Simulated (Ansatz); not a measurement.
Reaction (ligand exchange at the Si–C bond): `N[SiH2]CBS` + H₂S → `N[SiH2]S` + `CBS`

Calculated with Ansatz (gas phase, PBE0-D4/def2-TZVP geometries, no zero-point term in ΔE). CCSD(T)/CBS is the MP2 limit (def2-TZVPP, def2-QZVPP) plus CCSD(T) − MP2 in def2-TZVPP, frozen cores. This one scheme is used for every species. DFT in def2-TZVPP. B3LYP here is the variant with VWN-RPA as its local correlation; programs differ in this. Each species was taken in one conformer, which may not be the lowest.

Is it downhill or uphill in electronic energy at CCSD(T)/CBS, and by how much? (Best estimate.)

Computed: Downhill: ΔE = -0.48 eV.

What do these levels give: B3LYP-D4, ωB97X-V, B2PLYP, PBE0, B3LYP, HF/def2-TZVPP, SCS-MP2/def2-TZVPP, CCSD/def2-TZVPP, HF/def2-QZVPP, MP2/def2-QZVPP, SCS-MP2/def2-QZVPP, CCSD/CBS(def2)? (An estimate is asked.)

Computed: B3LYP-D4 -0.48, ωB97X-V -0.49, B2PLYP -0.53, PBE0 -0.55, B3LYP -0.58, HF/def2-TZVPP -0.62, SCS-MP2/def2-TZVPP -0.48, CCSD/def2-TZVPP -0.46, HF/def2-QZVPP -0.62, MP2/def2-QZVPP -0.48, SCS-MP2/def2-QZVPP -0.50, CCSD/CBS(def2) -0.50 eV.

Largest T1 diagnostic among the species: 0.013.

The D4 term adds +0.10 eV with B3LYP and +0.06 eV with PBE0; it sums over pairs of atoms, weighted by their polarisabilities, and B3LYP, whose exchange is more repulsive, gets the larger term. In def2-TZVPP, CCSD(T) changes the Hartree–Fock value by +0.18 eV (the triples alone add +0.02 eV) and MP2 by +0.17 eV.
